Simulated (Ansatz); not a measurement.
The cluster InO₂H (the lowest singlet isomer of a short search). Total charge 0; singlet. Geometry PBE0-D4/def2-TZVP, basis def2-TZVP, Ansatz.

```xyz
4

In   -0.2147    1.5559    0.9588
O     0.5857   -0.4035   -0.3601
O    -0.5274   -0.4949    0.5857
H     0.1564   -0.6576   -1.1843
```

```
run  HOMO (eV)  LUMO (eV)
  A      -8.84       0.25
  B      -6.30      -1.68
  C      -9.19       0.64
  D      -6.09      -1.77
  E      -5.27      -2.25
  F      -9.13       0.33
```

In the def2 sets In takes a core potential; there is no spin–orbit coupling. LC-ωPBE has ω = 0.4 bohr⁻¹. B3LYP takes the VWN-RPA correlation. HSE06 is defined as in plane-wave codes, on full-range PBE exchange. The structure holds one bond between oxygen atoms, so isomers without such links may lie far lower. The structure comes from a short search, and lower isomers may exist.

**Question.** The runs used B3LYP, HF, HSE06, LC-ωPBE, LDA (SPW92), ωB97X-V. Estimate which is which.

**Answer.** A ωB97X-V (range-separated); B B3LYP (20 % exact exchange); C HF (100 % exact exchange); D HSE06 (range-separated); E LDA (SPW92) (0 % exact exchange); F LC-ωPBE (range-separated). Exact exchange lowers occupied and raises empty levels; among semilocal functionals meta-GGAs tend to open the gap a little, and such runs are hard to tell apart. The gap grows from 3.02 eV (LDA (SPW92)) to 9.82 eV (HF).
